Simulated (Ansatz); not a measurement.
Spectroscopic constants of InS, multiplicity 2 (lowest of 2S+1 = 2, 4 at CCSD(T)/def2-TZVPP on PBE0 minima; our sources give no spin for the ground state, which may be another). No spin–orbit coupling.

The constants come from a fifth-degree fit in 1/R (seven points, main isotopes). Runs in def2 and cc sets follow the lowest solution found near the PBE0 minimum.

Codes used: Ansatz (a first-principles code). Values without a source in brackets are computed. In def2 rows elements past Kr take small-core potentials, without spin–orbit coupling.

Energies at SVWN5/def2-TZVPP:

| R (Å) | E (hartree) |
|---|---|
| 2.112746 | -586.66940879 |
| 2.169540 | -586.67358242 |
| 2.221790 | -586.67520746 |
| 2.280856 | -586.67506906 |
| 2.339922 | -586.67334176 |
| 2.408076 | -586.66992001 |
| 2.487587 | -586.66462818 |

Task: With a reduced mass of 25.0124 u, find the minimum, the force constant and the constants.

Result: A fifth-degree polynomial in 1/R puts the minimum at r_e = 2.2462 Å with force constant 234 N/m. Then ω_e = (1/2πc)√(k/μ) = 399 cm⁻¹ and B_e = h/(8π²cμr_e²) = 0.1336 cm⁻¹; the cubic and quartic terms give α_e = 0.00071 and ω_e x_e = 1.8 cm⁻¹.
